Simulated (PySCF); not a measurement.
## [W(CH3)6] (charge 0, multiplicity 1)

Level of theory: TPSSh-D3(BJ)/def2-TZVP // BP86-D3(BJ)/def2-SVP in PySCF 2.14.0.

The HOMO comes out as -6.40 eV and the dipole moment comes out as 0.328 e·Å. The HOMO–LUMO gap is 3.92 eV and the LUMO is -2.48 eV. The charge on the central atom (Mulliken) comes out as 0.82 e and the total energy comes out as -8344.08 eV. The cost comes out as about 28 core-minutes (a rough figure).

```xyz
25

W      0.0009     0.2445    -0.0160
C     -0.4554    -1.8945    -0.2945
H     -0.7965    -2.0736    -1.3371
H     -1.3195    -2.0794     0.3843
H      0.3447    -2.6171    -0.0494
C      0.8605    -0.7426     1.7585
H      1.3115    -1.7413     1.6116
H      0.0931    -0.8076     2.5599
H      1.6555    -0.0417     2.1019
C      1.8907    -0.6378    -0.7313
H      2.7221     0.0849    -0.5832
H      1.7367    -0.7621    -1.8278
H      2.1844    -1.6146    -0.3049
C     -1.9149     0.2500    -0.9633
H     -2.7141    -0.3744    -0.5180
H     -1.8225    -0.0032    -2.0417
H     -2.2227     1.3214    -0.8902
C     -0.5523     1.5279     1.6020
H     -0.9566     2.4281     1.0788
H      0.2429     1.8565     2.2993
H     -1.3809     1.0785     2.1914
C      0.8510     1.7779    -1.2394
H      1.7153     2.2603    -0.7341
H      0.0285     2.5310    -1.3009
H      1.1496     1.5023    -2.2700
```
